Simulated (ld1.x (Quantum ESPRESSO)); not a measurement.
## Scattering properties, TM potential for argon (Ar)

```json
{"Element": "Ar (Z = 18)", "Generator": "ld1.x (Quantum ESPRESSO) 7.5", "Type": "norm-conserving Troullier–Martins (Kleinman–Bylander form)", "Functional": "PBE", "Relativity": "scalar-relativistic", "Frozen core": "[Ne]", "Valence charge": "8", "Reference configuration": "3s2 3p3 (charge +3)", "Partial waves": "3s (bound): rc 1.15 bohr; 3p (bound): rc 0.90 bohr; 3d channel at 0.35 Ry: rc 1.25 bohr", "Local potential": "all-electron potential smoothed inside 1.00 bohr (lloc = -1)", "Core correction": "none"}
```

The phase is arctan(r·u′/u) with u = r·R(r), unwrapped; energies in Ry, scanned from -7 to 5 Ry. A pole is an energy at which the radial function vanishes at the test radius. The pseudo phase is shifted by a multiple of π to meet the all-electron one at the reference energy, and phase errors are pseudo minus all-electron; the curves can meet again beyond the range given. Levels narrower than the energy grid can be missing from the lists of poles.

Question: For each channel, where are the poles, and over which energies does the pseudopotential scatter like the atom?

Answer:

```csv
channel,radius (bohr),reference energy (Ry),"poles, all-electron","poles, pseudo",unbroken range about the reference energy with phases within 0.05 rad,phase error 1 Ry above the reference energy (rad)
s,1.35,-4.82,1.07,-0.17,below -0.3,-0.004
p,1.35,-3.67,2.34,1.67,below 3.1,-0.004
d,1.35,0.35,2.84,2.86,the whole range,+0.000
```

Phases in the s channel:

```json
{"E (Ry)": "-7.00", "all-electron": "0.687", "pseudo": "0.675"}
{"E (Ry)": "-6.48", "all-electron": "0.467", "pseudo": "0.456"}
{"E (Ry)": "-5.96", "all-electron": "0.154", "pseudo": "0.146"}
{"E (Ry)": "-5.44", "all-electron": "-0.231", "pseudo": "-0.234"}
{"E (Ry)": "-4.92", "all-electron": "-0.596", "pseudo": "-0.596"}
{"E (Ry)": "-4.40", "all-electron": "-0.871", "pseudo": "-0.872"}
{"E (Ry)": "-3.88", "all-electron": "-1.060", "pseudo": "-1.064"}
{"E (Ry)": "-3.36", "all-electron": "-1.190", "pseudo": "-1.197"}
{"E (Ry)": "-2.84", "all-electron": "-1.283", "pseudo": "-1.294"}
{"E (Ry)": "-2.32", "all-electron": "-1.352", "pseudo": "-1.368"}
{"E (Ry)": "-1.80", "all-electron": "-1.405", "pseudo": "-1.426"}
{"E (Ry)": "-1.28", "all-electron": "-1.448", "pseudo": "-1.476"}
{"E (Ry)": "-0.76", "all-electron": "-1.483", "pseudo": "-1.521"}
{"E (Ry)": "-0.24", "all-electron": "-1.512", "pseudo": "-1.564"}
{"E (Ry)": "0.28", "all-electron": "-1.538", "pseudo": "-1.612"}
{"E (Ry)": "0.80", "all-electron": "-1.560", "pseudo": "-1.675"}
{"E (Ry)": "1.32", "all-electron": "-1.580", "pseudo": "-1.783"}
{"E (Ry)": "1.84", "all-electron": "-1.599", "pseudo": "-2.122"}
{"E (Ry)": "2.36", "all-electron": "-1.616", "pseudo": "-3.873"}
{"E (Ry)": "2.88", "all-electron": "-1.633", "pseudo": "-4.439"}
{"E (Ry)": "3.40", "all-electron": "-1.649", "pseudo": "-4.571"}
{"E (Ry)": "3.92", "all-electron": "-1.664", "pseudo": "-4.633"}
{"E (Ry)": "4.44", "all-electron": "-1.680", "pseudo": "-4.671"}
{"E (Ry)": "4.96", "all-electron": "-1.696", "pseudo": "-4.700"}
```
